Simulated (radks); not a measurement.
Bi37+, 46 electrons, occupied as [Kr] 4d10 (the NIST ground configuration).

Method: non-relativistic Kohn-Sham, TPSS, spin-polarised, spherical densities, point nucleus; meta-GGA in the generalised Kohn-Sham scheme; relativity is left out, which matters for an element this heavy; computed with a radial shooting solver on a logarithmic mesh with Libxc functionals.

Energy parts (eV):
total: -525812.49
kinetic: 525738.88
electron-nucleus: -1176436.52
Hartree: 133263.99
exchange-correlation: -8378.84

Orbitals (lengths in bohr, moments of r in powers of bohr; r(max) is where P^2 peaks; r(90%) holds 90 % of the orbital's charge):
\begin{tabular}{lrrrrrr}
orbital & occ. & eigenvalue (eV) & r(90%) & <r^2> & r(max) & <r> \\ \hline
1s & 2 & -82573.11 & 0.0324 & 0.0004440 & 0.01210 & 0.01823 \\
2s & 2 & -15213.28 & 0.117 & 0.006882 & 0.06567 & 0.07665 \\
2p & 6 & -14706.12 & 0.104 & 0.005072 & 0.05092 & 0.06474 \\
3s & 2 & -4783.953 & 0.278 & 0.04147 & 0.1782 & 0.1909 \\
3p & 6 & -4547.200 & 0.269 & 0.03804 & 0.1674 & 0.1816 \\
3d & 10 & -4108.782 & 0.243 & 0.02911 & 0.1314 & 0.1582 \\
4s & 2 & -2063.843 & 0.547 & 0.1686 & 0.3782 & 0.3877 \\
4p & 6 & -1957.319 & 0.549 & 0.1675 & 0.3741 & 0.3852 \\
4d & 10 & -1765.232 & 0.547 & 0.1610 & 0.3587 & 0.3755 \\
\end{tabular}

The highest occupied level is 4d at -1765.2 eV. Summed over all electrons, <r^2> = 3.599 bohr^2, which gives a Langevin (diamagnetic) susceptibility term of -2.85 x 10^-6 cm^3/mol. Virial ratio -V/T = 2.00014.
